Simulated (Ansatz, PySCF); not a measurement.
Ansatz (an electronic-structure program) was given this input:
Ansatz 0.2 input:
```yaml
crystal:
  periodic: [false, false, false]
  atoms:
    - {symbol: C, position_ang: [-0.58152487, 0.19211987, 0.00229310]}
    - {symbol: O, position_ang: [0.54730089, -0.27552580, 0.00069148]}
    - {symbol: H, position_ang: [-1.41942885, -0.51991072, 0.03534883]}
    - {symbol: H, position_ang: [-0.82073869, 1.26382584, -0.02663036]}
    - {symbol: H, position_ang: [1.35090961, 0.30757208, -0.02800891]}
basis:
  gaussian:
    orbitals: STO-3G
total_charge: 1
magnetization: {spin_polarized: false}
correlation: {method: ccsd_t, electrons: outside_noble_gas}
accuracy: high
```

### Question
Write the same job for PySCF.

### Answer
This is not unique; one that fits is 
```python
from pyscf import gto, scf, cc

mol = gto.M(
    atom='''
C    -0.58152487    0.19211987    0.00229310
O     0.54730089   -0.27552580    0.00069148
H    -1.41942885   -0.51991072    0.03534883
H    -0.82073869    1.26382584   -0.02663036
H     1.35090961    0.30757208   -0.02800891
''',
    basis='sto-3g',
    charge=1,
    verbose=4,
)

mf = scf.RHF(mol)
mf.kernel()

mycc = cc.CCSD(mf, frozen=2)
mycc.kernel()
et = mycc.ccsd_t()
print('E(CCSD(T)) = %.10f' % (mycc.e_tot + et))
```

Both were run: Ansatz gave -112.840432 Eh and PySCF -112.840432 Eh, 0.000 mEh apart.
